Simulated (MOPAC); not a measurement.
MOPAC input (MNDO):

```
MNDO 1SCF UHF MS=0.5 GEO-OK AUX(PRECISION=9) THREADS=1
H4BO3Si

O    -1.65774500 1   -1.48902800 1    0.47635000 1
B    -0.89215700 1   -0.45867800 1   -0.00386800 1
O    -1.45674100 1    0.41901900 1   -0.89325500 1
O     0.38953600 1   -0.33396600 1    0.40738200 1
Si    1.61999800 1    0.72874900 1    0.08609800 1
H    -2.37516200 1    0.24429800 1   -1.12312400 1
H     1.95172500 1    0.70033800 1   -1.35472200 1
H     1.22563100 1    2.09712500 1    0.48463300 1
H     2.77821300 1    0.28094100 1    0.88336900 1
```

From the output:

```
                                                       MOPAC v23.2.5 Linux

          FINAL HEAT OF FORMATION =       -193.86730 KCAL/MOL =    -811.14079 KJ/MOL

          COSMO AREA              =        125.16 SQUARE ANGSTROMS
          COSMO VOLUME            =        112.99 CUBIC ANGSTROMS

          IONIZATION POTENTIAL    =         11.303706 EV
          ALPHA SOMO LUMO (EV)    =        -11.330  1.912
          BETA  SOMO LUMO (EV)    =        -11.304 -0.958
          NO. OF ALPHA ELECTRONS  =         15
          NO. OF BETA  ELECTRONS  =         14
          MOLECULAR WEIGHT        =         90.9253         POINT GROUP:  Cs

          MOLECULAR DIMENSIONS (Angstroms)

            Atom       Atom       Distance
            H     9    H     6     5.53034
            O     1    H     8     3.71628
            H     8    H     7     2.28900

          SCF CALCULATIONS        =          1

   ATOM   CHEMICAL          X               Y               Z
  NUMBER   SYMBOL      (ANGSTROMS)     (ANGSTROMS)     (ANGSTROMS)

     1       O         -1.65774500  *  -1.48902800  *   0.47635000  *
     2       B         -0.89215700  *  -0.45867800  *  -0.00386800  *
     3       O         -1.45674100  *   0.41901900  *  -0.89325500  *
     4       O          0.38953600  *  -0.33396600  *   0.40738200  *
     5      Si          1.61999800  *   0.72874900  *   0.08609800  *
     6       H         -2.37516200  *   0.24429800  *  -1.12312400  *
     7       H          1.95172500  *   0.70033800  *  -1.35472200  *
     8       H          1.22563100  *   2.09712500  *   0.48463300  *
     9       H          2.77821300  *   0.28094100  *   0.88336900  *

                             CARTESIAN COORDINATES

   1    O       -1.657745000    -1.489028000     0.476350000
   2    B       -0.892157000    -0.458678000    -0.003868000
   3    O       -1.456741000     0.419019000    -0.893255000
   4    O        0.389536000    -0.333966000     0.407382000
   5   Si        1.619998000     0.728749000     0.086098000
   6    H       -2.375162000     0.244298000    -1.123124000
   7    H        1.951725000     0.700338000    -1.354722000
   8    H        1.225631000     2.097125000     0.484633000
   9    H        2.778213000     0.280941000     0.883369000

           Empirical Formula: H4 O3 B Si  =     9 atoms

      MOLECULAR POINT GROUP   :   Cs

          ALPHA EIGENVALUES
 -42.81287 -40.87660 -40.06089 -21.69825 -20.38809 -17.97242 -17.24459 -16.08376
 -14.88020 -14.23579 -13.23899 -13.23257 -12.84650 -11.44097 -11.33019   1.91159
   2.09869   2.25562   2.49552   3.00618   3.73090   4.81616   7.82737   8.11124

           BETA EIGENVALUES
 -42.45638 -40.78130 -37.10767 -21.56763 -20.25916 -17.44987 -16.68362 -15.90831
 -14.45235 -13.09449 -13.07079 -12.38070 -11.44288 -11.30371  -0.95784   2.01764
   2.10829   2.25574   2.57571   3.02803   3.86784   4.96428   8.08876   8.37224

              NET ATOMIC CHARGES AND DIPOLE CONTRIBUTIONS

  ATOM NO.   TYPE          CHARGE      No. of ELECS.   s-Pop       p-Pop
    1          O          -0.069883        6.0699     1.89099     4.17889
    2          B           0.170745        2.8293     1.03285     1.79640
    3          O          -0.277411        6.2774     1.77280     4.50462
    4          O          -0.561777        6.5618     1.74637     4.81540
    5         Si           1.599347        2.4007     1.03582     1.36483
    6          H           0.218581        0.7814     0.78142
    7          H          -0.363187        1.3632     1.36319
    8          H          -0.363168        1.3632     1.36317
    9          H          -0.353247        1.3532     1.35325
 DIPOLE           X         Y         Z       TOTAL
 POINT-CHG.     0.409     0.965    -0.571     1.193
 HYBRID        -0.703    -0.211    -0.118     0.744
 SUM           -0.294     0.754    -0.689     1.063

          ATOMIC ORBITAL ELECTRON POPULATIONS

     Atom    s        px        py        pz
    1  O   1.89099   1.19100   1.45386   1.53404
    2  B   1.03285   0.65165   0.59586   0.54889
    3  O   1.77280   1.28355   1.60590   1.61517
    4  O   1.74637   1.30300   1.74106   1.77134
    5 Si   1.03582   0.44738   0.44239   0.47506
    6  H   0.78142
    7  H   1.36319
    8  H   1.36317
    9  H   1.35325

                    (SZ)    =    0.500000
                    (S**2)  =    0.752266

          ATOMIC ORBITAL SPIN POPULATIONS

    Atom   Total    s     px     py     pz
         Atomic
    1  O  1.0048  0.011  0.563  0.134  0.297
    2  B -0.0501 -0.012 -0.012 -0.014 -0.012
    3  O  0.0313 -0.000  0.001  0.019  0.011
    4  O  0.0147  0.001  0.014 -0.001  0.001
    5 Si  0.0004 -0.000  0.000  0.001 -0.000
    6  H -0.0019 -0.002
    7  H -0.0003 -0.000
    8  H -0.0003 -0.000
    9  H  0.0012  0.001

 **********************
 *                    *
 * JOB ENDED NORMALLY *
 *                    *
 **********************

 == MOPAC DONE ==
```

The geometry given is a B3LYP-D3(BJ)/def2-TZVP minimum.
